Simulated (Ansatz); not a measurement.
`C=C[CH2][AlH][CH3]` + H₂S → `[CH3][AlH][SH]` + `C=CC` at 600 K and 1 bar (ligand exchange at the Al–C bond).

Program: Ansatz. Geometries: PBE0-D4/def2-TZVP. ΔE: electronic, gas phase. CCSD(T)/CBS adds triple-zeta CCSD(T) − MP2 to the extrapolated MP2 energy (def2 sets, frozen cores). This one scheme is used for every species. One conformer a species, not always the lowest.

```
             species  CCSD(T)/CBS energy (Eh)  H − E (kJ/mol)  S (J/(mol·K))
`C=C[CH2][AlH][CH3]`               -399.62592           367.4          464.7
                 H₂S               -398.97279            60.8          230.9
    `[CH3][AlH][SH]`               -680.89694           186.2          392.5
              `C=CC`               -117.74610           248.6          323.1
```

H − E and S are ideal-gas, rigid-rotor, harmonic terms from PBE0-D4/def2-TZVP, for one conformer and one mirror image of each species. 1 Eh = 2625.50 kJ/mol, R = 8.31446 J/(mol·K).

**Question.** By hand: ΔE, ΔH, ΔS and ΔG.

**Answer.** ΔE = (-680.89694) + (-117.74610) − (-399.62592) − (-398.97279) = -0.04433 Eh = -116.4 kJ/mol. Δ(H − E) = 186.2 + 248.6 − 367.4 − 60.8 = 6.6, so ΔH = -109.8 kJ/mol. ΔS = 392.5 + 323.1 − 464.7 − 230.9 = 20.0 J/(mol·K). ΔG = -109.8 − 600 × (20.0)/1000 = -121.8 kJ/mol.

**Question.** By hand: the equilibrium constant, and the temperature at which ΔG would vanish if ΔH and ΔS stayed fixed.

**Answer.** log₁₀ K = −ΔG/(RT ln 10) = 10.6. ΔH and −TΔS have one sign here, so there is no such temperature.

ΔH outweighs TΔS. A doubt of 5 kJ/mol in ΔE shifts log₁₀ K by 0.4 here. Other conformers and mirror images would add mixing entropy, several J/(mol·K) or more a flexible species. Modes under 60 cm⁻¹, often nearly free rotors, make the harmonic entropy too high. These are equilibria of isolated gas molecules and say nothing of rates. Largest T1 diagnostic: 0.012 (customary marks: 0.02 for closed shells, 0.045 for open ones).
